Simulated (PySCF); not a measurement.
Species: C₆H₁₂Se.
Atom-mapped SMILES: `[CH3:1][CH2:2][CH2:3][C:4](=[Se:5])[CH2:6][CH3:7]` (hydrogens: H8, H9, H10 on C1; H11, H12 on C2; H13, H14 on C3; H15, H16 on C6; H17, H18, H19 on C7)

All values: PBE0/def2-SVPD (PySCF, non-relativistic), on one gas-phase PBE0-D3(BJ)/def2-SVP geometry that isn't relaxed in the solvent. The solvent is an IEF-PCM continuum (van der Waals radii × 1.2). Specific hydrogen bonds and non-electrostatic terms are outside this model. Spin–orbit coupling is left out although an atom past zinc is present.

Gas phase at PBE0/def2-SVPD: HOMO -5.98 eV, LUMO -2.13 eV, dipole 2.78 D.

What does the continuum do to the energy, the frontier levels and the dipole at PBE0/def2-SVPD in chloroform and acetone?

```csv
solvent,ε,E(solvent) − E(gas) (kJ/mol),polarisation term (kJ/mol),distortion of the solute (kJ/mol),HOMO (eV),LUMO (eV),dipole (D)
chloroform,4.711,-10.87,-13.36,2.49,-6.11,-2.15,3.87
acetone,20.49,-15.11,-20.24,5.13,-6.18,-2.17,4.35
```

The polarisation term is half the interaction of the solute with the surface charges that it induces; the rest is the cost of distorting the solute's density. The sum is the electrostatic part of solvation alone. From chloroform to acetone the lowering changes by a factor 1.39, Onsager's factor (ε − 1)/(2ε + 1) by 1.30 and ε itself by 4.3.

Which radius a makes the point-dipole formula ΔE = −[(ε − 1)/(2ε + 1)]·μ²/a³ give the value in acetone, with the gas-phase dipole?

μ = 1.094 au and |ΔE| = 0.00576 Eh give a = 2.43 Å; the farthest nucleus lies 3.57 Å from the centroid of the nuclei, so such a sphere wouldn't even hold the nuclei. The formula assumes a rigid point dipole at the centre of a sphere.

How does the static polarisability (PBE0/def2-SVPD, frozen core, with the continuum's full static response) change?

| medium | isotropic (au) | principal values (au) | ⟨r²⟩ of the electrons (bohr²) |
| --- | --- | --- | --- |
| gas | 103.4 | 85.3, 107.8, 117.1 | 1367.2 |
| chloroform | 133.3 | 109.2, 135.1, 155.7 | 1366.8 |
| acetone | 147.1 | 121.3, 146.4, 173.5 | 1366.6 |

The isotropic value in acetone is 1.42 times the gas-phase one; no cavity-field correction is applied. ⟨r²⟩ is taken about the centre of nuclear charge.

Time: 68 s. Hardware: one thread, x86-64 server (shared host). This is the whole response run at PBE0/def2-SVPD in acetone, SCF included.

Conformer computed: `[CH3:1][CH2:2][CH2:3][C:4](=[Se:5])[CH2:6][CH3:7]`: C1–C2–C3–C4 62°, C2–C3–C4–Se5 66°, C3–C4–C6–C7 177°.
